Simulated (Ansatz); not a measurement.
The same path of C4H7BrSi (13 atoms, charge 0, multiplicity 1) was run twice with different band settings. The coordinate that changes most is the dihedral C4–C5–Si6–H11.

All numbers below come from RKS PBE/def2-SVP (Ansatz 0.2.0).

Relaxed end points:

```xyz
13
Properties=species:S:1:pos:R:3
C -0.155 -2.428 0.373
C 0.604 -1.305 -0.272
Br 2.459 -1.689 -0.657
C 0.144 -0.114 -0.601
C -0.316 1.091 -0.883
Si -0.237 2.530 0.337
H -0.151 -3.329 -0.275
H 0.309 -2.712 1.340
H -1.206 -2.126 0.557
H -0.762 1.271 -1.883
H 0.376 2.062 1.625
H 0.582 3.654 -0.242
H -1.624 3.059 0.596
```

```xyz
13
Properties=species:S:1:pos:R:3
C -1.018 -2.242 -0.031
C 0.250 -1.441 -0.068
Br 1.833 -2.390 0.508
C 0.393 -0.187 -0.451
C 0.518 1.082 -0.792
Si 0.369 2.500 0.446
H -0.942 -3.133 -0.689
H -1.222 -2.606 0.998
H -1.874 -1.624 -0.366
H 0.729 1.331 -1.853
H 1.650 3.290 0.482
H -0.734 3.435 0.023
H 0.070 1.949 1.810
```

Common settings: movable images 7; climbing image yes; spring 5.0 eV/Å²; optimiser quadratic models (default); start path IDPP; force threshold 0.03 eV/Å; iteration limit 60.

| run | end points |
| --- | --- |
| 1 | relaxed |
| 2 | as typed, not relaxed |

Problem. What does each run give, and how far can it be trusted?

Solution. Run 1: converged after 6 iterations, highest image 0.035 eV above the first end. A vibrational analysis at the climbing image gives one clearly imaginary mode, 92i cm⁻¹: a first-order saddle point.
Run 2: not converged after 60 iterations, highest image 0.008 eV above the first end. The band didn't meet its force threshold, so its energies are provisional: the largest band force was still 1.13 eV/Å, and over the last iterations the top stayed at 0.01 eV. The end points aren't both relaxed to the band's threshold either. Inner images lie below an end point, which means an intermediate or an end that isn't the lowest structure nearby.
